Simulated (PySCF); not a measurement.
Molecule: SMILES CCCC[C@H](C)F, C6H13F.

Bonds (- single, = double, # triple, : aromatic): C1-C2, C2-C3, C3-C4, C4-C5, C5-C6, C5-F7. C1 carries H8, H9, H10; C2 carries H11, H12; C3 carries H13, H14; C4 carries H15, H16; C5 carries H17; C6 carries H18, H19, H20. Stereochemistry as in CCCC[C@H](C)F. H12, H14, H16 are pro-R; H11, H13, H15 are pro-S.

Frames of a GFN2-xTB Langevin trajectory at 200 K; GIAO PBE0/pcSseg-1 shieldings in PySCF 2.14, gas phase, non-relativistic; equivalent atoms averaged within each frame.

Scale: 13C (σref 186.93) and 1H (σref 31.72) against TMS; CFCl3 for 19F (σref 170.95) (reference shieldings calculated alike). The references are static minima.

How do the shifts (ppm) fluctuate along the trajectory?

Results:


```csv
time (fs),C5,C4,C3,C6,C2,C1,F7,H17,H15,H18/H19/H20
optimised geometry,94.0,43.4,34.1,24.5,28.5,17.3,-211.0,4.65,1.54,1.35
250,91.0,46.5,30.2,29.9,28.6,16.0,-210.0,4.43,2.26,1.99
425,94.9,41.8,30.8,21.6,28.9,15.8,-214.9,4.63,1.90,0.88
625,88.9,44.7,30.6,23.7,29.0,13.8,-210.9,4.31,0.94,1.58
800,98.4,41.4,36.4,22.6,32.5,16.4,-194.6,4.99,1.76,0.93
1000,96.4,46.4,38.4,27.3,29.0,20.1,-208.7,4.92,2.27,1.23
mean of frames,93.9,44.2,33.3,25.0,29.6,16.4,-207.8,4.66,1.83,1.32
standard deviation,3.9,2.4,3.8,3.5,1.7,2.3,7.7,0.30,0.54,0.47
```

5 frames give an uncertainty of the mean of about the standard deviation over 2.2 at best, since frames this close in time may not be independent; classical motion lacks zero-point vibration, and the reference would need the same averaging.
